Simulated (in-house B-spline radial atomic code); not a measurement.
Values are calculated unless marked as measured or tabulated.
**What the choice of pseudopotential does to G0W0 on PBE: Ag**

All numbers come from a B-spline radial code for spherical atoms, non-relativistic (model numbers for so heavy an element), configuration [Kr] 4d10 5s1, open shells at high spin. Semilocal Troullier-Martins pseudo-atoms, one channel per l, are made with PBE or LDA for several valence sets and radii, with or without a model core, and set against the all-electron atom. One channel fits only the lowest state of its l, so a second state of that l is approximate. All electrons give 5s up: PBE -4.311 eV, G0W0 -7.287 eV. Potentials are made in the ion's own configuration unless the neutral atom is named, and a smooth local potential serves every l without a channel. Potentials that miss their own reference levels by more than 6 millihartree, or need radii over 3.5 bohr, are left out. Columns give pseudo minus all-electron, in eV; a dash marks a level in the core or of low weight.

```json
{"valence": "4p 4d 5s", "made with": "PBE", "radii (bohr)": "s 2.12 p 0.70 d 0.83", "model core (bohr)": "none", "5s up PBE": "0.00", "5s up G0W0": "-0.44"}
{"valence": "4p 4d 5s", "made with": "PBE", "radii (bohr)": "s 2.38 p 0.79 d 0.93", "model core (bohr)": "none", "5s up PBE": "0.00", "5s up G0W0": "-0.42"}
{"valence": "4p 4d 5s", "made with": "PBE", "radii (bohr)": "s 2.65 p 0.88 d 1.03", "model core (bohr)": "none", "5s up PBE": "0.00", "5s up G0W0": "-0.43"}
{"valence": "4p 4d 5s", "made with": "PBE", "radii (bohr)": "s 3.40 p 1.15 d 1.34", "model core (bohr)": "none", "5s up PBE": "0.00", "5s up G0W0": "-0.52"}
{"valence": "4p 4d 5s", "made with": "PBE", "radii (bohr)": "s 2.12 p 0.70 d 0.83", "model core (bohr)": "0.63", "5s up PBE": "0.00", "5s up G0W0": "-0.43"}
{"valence": "4p 4d 5s", "made with": "PBE", "radii (bohr)": "s 2.38 p 0.79 d 0.93", "model core (bohr)": "0.63", "5s up PBE": "0.00", "5s up G0W0": "-0.42"}
{"valence": "4s 4p 4d 5s", "made with": "PBE", "radii (bohr)": "s 0.76 p 0.79 d 0.93", "model core (bohr)": "none", "5s up PBE": "-0.14", "5s up G0W0": "-0.19"}
{"valence": "4s 4p 4d 5s", "made with": "PBE", "radii (bohr)": "s 0.85 p 0.88 d 1.03", "model core (bohr)": "none", "5s up PBE": "-0.08", "5s up G0W0": "-0.09"}
{"valence": "4s 4p 4d 5s", "made with": "PBE", "radii (bohr)": "s 0.97 p 1.01 d 1.19", "model core (bohr)": "none", "5s up PBE": "-0.07", "5s up G0W0": "-0.07"}
{"valence": "4s 4p 4d 5s", "made with": "PBE", "radii (bohr)": "s 1.10 p 1.15 d 1.34", "model core (bohr)": "none", "5s up PBE": "-0.12", "5s up G0W0": "-0.15"}
{"valence": "4s 4p 4d 5s", "made with": "PBE", "radii (bohr)": "s 0.76 p 0.79 d 0.93", "model core (bohr)": "0.61", "5s up PBE": "-0.14", "5s up G0W0": "-0.19"}
{"valence": "4s 4p 4d 5s", "made with": "PBE", "radii (bohr)": "s 0.85 p 0.88 d 1.03", "model core (bohr)": "0.61", "5s up PBE": "-0.08", "5s up G0W0": "-0.09"}
{"valence": "4s 4p 4d 5s", "made with": "PBE", "radii (bohr)": "s 0.97 p 1.01 d 1.19", "model core (bohr)": "0.61", "5s up PBE": "-0.07", "5s up G0W0": "-0.07"}
```

(1) How does the G0W0 shift of 5s up, which all sets hold, depend on the valence set?

Answers

(1) Mean size: 4s 4p 4d 5s: 0.12 eV; 4p 4d 5s: 0.44 eV. The means mix radii and the functional used in making the potentials.
